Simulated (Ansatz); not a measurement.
Molecule: sum formula GeOF₂, charge 0, multiplicity 1. 
Coordinates optimised at B3LYP-D3(BJ)/def2-TZVP (Ansatz, an electronic-structure program):
```
Ge
O 1 1.6283
F 1 1.7138 2 129.39
F 1 1.7138 2 129.39 3 -180.00
```

Wanted: atomisation energy (electronic, to ground-state atoms), in eV. Valence correlation only, unless marked. Open shells are spin-unrestricted. No spin-orbit coupling. The frozen core is the preceding noble-gas configuration, with the filled d and f shells of earlier blocks. Non-relativistic. The coupled-cluster limit lacks core correlation, which all-electron functionals hold. CBS marks a two-point X^-3 extrapolation of the correlation energy; Hartree-Fock from the larger set. The bracket is a focal-point correction in the basis named.

```tsv
level	program	atomisation energy (eV)	minus last row
PBE-D3(BJ)/def2-TZVPD	Ansatz + dftd3	15.21	0.39
PBE-D4/def2-TZVPD	Ansatz + dftd4	15.23	0.41
r2SCAN-D3(BJ)/def2-TZVPD	Ansatz + dftd3	14.59	-0.23
r2SCAN-D4/def2-TZVPD	Ansatz + dftd4	14.59	-0.23
PBE0-D3(BJ)/def2-TZVPD	Ansatz + dftd3	14.06	-0.76
PBE0-D4/def2-TZVPD	Ansatz + dftd4	14.07	-0.75
PBE0/def2-QZVPP	Ansatz	14.07	-0.75
HSE06-D4/def2-TZVPD	Ansatz + dftd4	14.09	-0.73
wB97X-V/def2-TZVPD	Ansatz	14.45	-0.37
B2GP-PLYP-D4/def2-TZVPD	Ansatz + dftd4	14.40	-0.42
RPA@PBE/cc-pVTZ	Ansatz	12.76	-2.06
RI-MP2/aug-cc-pVTZ	Ansatz	15.59	0.77
SCS-MP2/aug-cc-pVDZ	Ansatz	14.03	-0.79
CCSD/cc-pVDZ	Ansatz	12.02	-2.80
RI-MP2/CBS(aug-cc-pVTZ,aug-cc-pVQZ)+[CCSD(T)-MP2]/aug-cc-pVTZ	Ansatz	14.82	0.00
```
